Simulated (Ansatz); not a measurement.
Ideal-gas functions of `F[SiH2][SbH][SeH]` at 600 K and 1 bar, from an Ansatz frequency run at PBE0-D4/def2-TZVP.

Molar mass 251.84 g/mol, point group C1 (symmetry number 1), electronic degeneracy 1, moments of inertia 253.344, 504.044, 700.454 u Å². Harmonic wavenumbers (cm⁻¹, unscaled): 38, 74, 121, 156, 237, 310, 478, 515, 584, 691, 730, 848, 877, 937, 1934, 2216, 2235, 2443.

Use S(trans) = R[1.5 ln M + 2.5 ln T − 1.1517]; rotational temperatures θ = 24.2544 K / I; S(rot) = R[ln(√π/σ · √(T³/θAθBθC)) + 1.5]; for each mode x = 1.438777 ν̃/T, S = R[x/(eˣ − 1) − ln(1 − e⁻ˣ)] and H = RT x/(eˣ − 1); 1 cm⁻¹ = 0.0119627 kJ/mol; R = 8.31446 J/(mol·K).

Q: By hand: the entropy, in J/(mol·K).

A: Translation 192.3. Rotation: θ = 0.0957, 0.0481, 0.0346 K, giving 133.4. Vibration, mode by mode: 28.24, 22.70, 18.63, 16.54, 13.12, 10.97, 7.62, 7.07, 6.16, 5.01, 4.65, 3.71, 3.51, 3.14, 0.46, 0.26, 0.25, 0.16, in all 152.2. Electronic 0.0. Sum 477.9 J/(mol·K).

Q: By hand: H − E and G − E in kJ/mol, counted from the electronic energy.

A: Zero-point energy ½ × 15424 × 0.0119627 = 92.3; thermal vibration 40.9; translation, rotation and pV give 4 RT = 20.0. H − E = 153.2 kJ/mol, and G − E = 153.2 − 600 × 477.9/1000 = -133.5 kJ/mol.

Vibration gives 32 % of the entropy, 69.6 J/(mol·K) of it from the modes under 150 cm⁻¹: soft modes count most, and the harmonic formula is weakest for them. The sum counts one conformer and one mirror image; others add a mixing term.
